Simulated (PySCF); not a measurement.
# Spin-rotation constants: `COc1cs[c]([GeH3])c1`, C$_{5}$H$_{8}$GeOS

Geometry:
```csv
atom,x (Å),y (Å),z (Å)
C1,-2.739,0.724,0.271
O2,-2.272,-0.603,0.239
C3,-0.930,-0.786,0.108
C4,-0.400,-2.046,0.090
S5,1.303,-2.021,-0.088
C6,1.328,-0.296,-0.141
Ge7,3.004,0.645,-0.322
C8,0.067,0.213,-0.024
H9,-2.514,1.253,-0.662
H10,-3.819,0.653,0.392
H11,-2.316,1.279,1.115
H12,-0.928,-2.974,0.166
H13,3.914,-0.115,-1.223
H14,3.677,0.813,1.000
H15,2.742,1.999,-0.894
H16,-0.124,1.272,-0.038
```

Computed with GIAO HF/pcSseg-1 magnetisability, rotational g tensor and spin-rotation constants, non-relativistic, gas phase in PySCF. Geometry: GFN2-xTB.

The calculation is non-relativistic, which matters for the atoms heavier than Zn.

Question: Give the nuclear spin-rotation constants along the inertial axes (H = +C I·J) beside the isotropic shieldings.

Answer: Rotational constants 2.3256, 0.6095, 0.4872 GHz. A star marks the isotopologue with that one atom substituted, in its own axes.
```tsv
atom	isotope	Caa (kHz)	Cbb (kHz)	Ccc (kHz)	mean (kHz)	σ (ppm)
H9	1H	-0.177	-0.051	-0.002	-0.076	28.4
H10	1H	0.131	-0.068	-0.049	0.005	28.0
H11	1H	-0.173	-0.052	-0.002	-0.076	28.5
H12	1H	-0.029	0.007	-0.054	-0.025	25.2
H13	1H	-0.125	-0.030	-0.028	-0.061	28.3
H14	1H	-0.179	-0.059	0.008	-0.077	28.2
H15	1H	-0.221	0.009	-0.039	-0.083	28.2
H16	1H	-0.219	0.059	-0.055	-0.072	25.1
C1	13C*	0.484	0.081	0.100	0.221	139.8
O2	17O*	-0.129	-0.106	-0.017	-0.084	288.2
C3	13C*	1.163	0.211	0.102	0.492	29.7
C4	13C*	0.932	0.204	0.065	0.401	70.4
S5	33S*	0.849	0.220	0.127	0.399	341.5
C6	13C*	1.051	0.257	0.049	0.452	49.0
Ge7	73Ge*	-0.493	-0.139	-0.116	-0.249	1700.0
C8	13C*	0.814	0.265	0.059	0.379	63.9
```
For the geometry as given, no vibrational averaging.

Question: How do the rotational constants and the g tensor change when H9, H10, H11, H12, H13, H14, H15, H16 are replaced by deuterium?

Answer: Constants 2.0482, 0.5604, 0.4471 GHz; g -0.0299, -0.0089, 0.0032, against -0.0336, -0.0097, 0.0035 before.
